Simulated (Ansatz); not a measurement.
Ansatz (a first-principles code) input (RI-MP2/aug-cc-pV(Q+d)Z):
A basis named .json is the Basis Set Exchange file of that set.

Ansatz 0.2 input:
```yaml
crystal:
  periodic: [false, false, false]
  atoms:
    - {symbol: N, position_ang: [-1.64458964, -0.90253384, 0.02932636]}
    - {symbol: B, position_ang: [-0.47632032, -0.26594621, 0.00803123]}
    - {symbol: Cl, position_ang: [1.15216605, -1.12651726, -0.19947092]}
    - {symbol: Cl, position_ang: [-0.19150307, 1.59285949, 0.17614905]}
    - {symbol: H, position_ang: [-2.43754158, -0.28034997, 0.15103106]}
basis:
  gaussian:
    orbitals: aug-cc-pV_Q+d_Z.json
    fitting: {mean_field: def2-universal-jkfit, correlation: aug-cc-pVQZ-RIFIT.json}
total_charge: -1
magnetization: {spin_polarized: false}
correlation: {method: mp2, electrons: outside_noble_gas}
```

Output:

```
Functional definition: HF
integrals: 0.56 GiB planned
426 factors; integrals over basis functions are off by at most 2.7e0 eV
0.78 GiB of device memory are held for the factors and their scratch space
mean field: 1.28 GiB planned
mean field evaluation 1: about -27179.0696 eV, gradient 3.6e1 eV
mean field evaluation 2: about -27180.8425 eV, gradient 2.7e1 eV
mean field evaluation 4: about -27182.3139 eV, gradient 8.8e-1 eV
mean field evaluation 8: about -27182.3207 eV, gradient 1.1e-6 eV
mean field -27182.32071075 eV, -998.9318612814 hartree, gradient 1.1e-6 eV, S^2 0.000000; 0 other end points of the search recorded, 0 dependent functions left out
12 core orbitals not correlated
804 factors; their error is unknown
reference -27182.32071075 eV, -998.9318612814 hartree; 12, 12 occupied and 360, 360 virtual orbitals, 804 factors
second order -20.94632148 eV of doubles, -0.00000000 eV of singles
Total energy: -27203.26703223 eV, -999.7016243979 hartree
```

It need not be the lowest isomer of its formula. Whether it binds its extra electron was not tested at this geometry.
